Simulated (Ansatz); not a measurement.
C2H6AlFO. Total charge 0; spin multiplicity 1. The bonds changed during the relaxation, so this is another structure than the one it started from. All single points use the PBE0-D4/def2-TZVP geometry. It is one conformer, not always the lowest.

```xyz
11

O     0.299    1.333   -0.662
C     1.348    0.251   -0.890
Al    0.519    0.118    0.852
C    -1.222   -0.849    0.743
F    -1.710   -0.638   -0.579
H    -0.506    1.079   -1.133
H     1.049   -0.365   -1.736
H     2.279    0.771   -1.098
H     1.114    0.707    2.196
H    -1.175   -1.934    0.887
H    -1.996   -0.473    1.421
```

Q: What is the dipole moment at ωB97M-V/def2-TZVPP? (Best estimate.)

A: The calculation gave: 0.66 D, with components (0.12, -0.54, -0.37) D in this frame, pointing from negative to positive charge.

Q: And with PBE, r2SCAN, B3LYP? (Best estimate.)

A: Ansatz gave: PBE 0.70 D, r2SCAN 0.68 D, B3LYP 0.66 D.

Q: Give the Mulliken charges with ωB97M-V, PBE, B3LYP in def2-TZVPP. (Estimate.)

A: Computed: 
```json
{"atom": "O1", "ωB97M-V": "-0.22", "PBE": "-0.19", "B3LYP": "-0.24"}
{"atom": "C2", "ωB97M-V": "-0.33", "PBE": "-0.26", "B3LYP": "-0.27"}
{"atom": "Al3", "ωB97M-V": "0.43", "PBE": "0.33", "B3LYP": "0.43"}
{"atom": "C4", "ωB97M-V": "-0.19", "PBE": "-0.13", "B3LYP": "-0.12"}
{"atom": "F5", "ωB97M-V": "-0.28", "PBE": "-0.25", "B3LYP": "-0.30"}
{"atom": "H6", "ωB97M-V": "0.22", "PBE": "0.22", "B3LYP": "0.22"}
{"atom": "H7", "ωB97M-V": "0.13", "PBE": "0.11", "B3LYP": "0.12"}
{"atom": "H8", "ωB97M-V": "0.13", "PBE": "0.10", "B3LYP": "0.11"}
{"atom": "H9", "ωB97M-V": "-0.11", "PBE": "-0.13", "B3LYP": "-0.15"}
{"atom": "H10", "ωB97M-V": "0.10", "PBE": "0.09", "B3LYP": "0.09"}
{"atom": "H11", "ωB97M-V": "0.11", "PBE": "0.10", "B3LYP": "0.10"}
```

B3LYP here is the variant with VWN-RPA as its local correlation; programs differ in this.
